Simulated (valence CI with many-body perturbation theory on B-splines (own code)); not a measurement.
## Questions on Tc V

Calculated by valence CI with perturbative core correlation (CI+MBPT): three valence electrons over a frozen Dirac-Fock core [Kr], a basis of 7 s, 7 p, 8 d, 6 f, 4 g, 1 h functions for each j, with the one-electron correlation potential Σ1, the two-electron term Σ2, the three-electron term Σ3, Breit, model QED; selected CI, second order for the rest, scaled by the run's own slope (own B-spline code, finite nucleus).

No measured levels were compared; by estimate terms of the open shell hold to 2 to 4 % of their energy, and close levels can change places; different configurations can be misplaced against each other by 1,000 to 8,000 cm⁻¹. Only levels of the ground parity were solved; by the run's estimate the other parity begins above the list, which can be wrong where configurations are misplaced.

Rates and lifetimes use the calculated energies. Strong lines usually hold to 10 to 20 %, long lifetimes can be off by a factor of two.

(1) What is the ground level?

(2) Name the longest-lived excited levels whose lifetime is computed, and their main decay.

(3) How well does LS coupling describe the low levels?

(4) How is the term ⁴F of the ground level split?

(5) What is the ionisation energy?

Results:

(1) 4d³ ⁴F_3/2, composition 98 % 4d³ ⁴F + 1 % 4d³ ²D, g = 0.405.

(2) 4d³ ⁴F_5/2 at 0.135 eV lives 18.0 s, mostly by M1 to 4d³ ⁴F_3/2; 4d³ ⁴P_1/2 at 1.570 eV lives 13.5 s, mostly by E2 to 4d³ ⁴F_3/2; 4d³ ⁴F_9/2 at 0.487 eV lives 11.3 s, mostly by M1 to 4d³ ⁴F_7/2.

(3) Among the lowest 20 levels the leading LS term, summed over configurations, holds 90 % on average. For single configurations the figures are 90 % in LS and 67 % in jj coupling. Terms mix most in the J = 3/2 level at 2.192 eV, where the leading one holds 49 %.

(4) J = 3/2 at 0.000, J = 5/2 at 0.135, J = 7/2 at 0.302, J = 9/2 at 0.487 eV.

(5) 57.257 eV; NIST lists 57 ± 1.9 eV (theoretical).
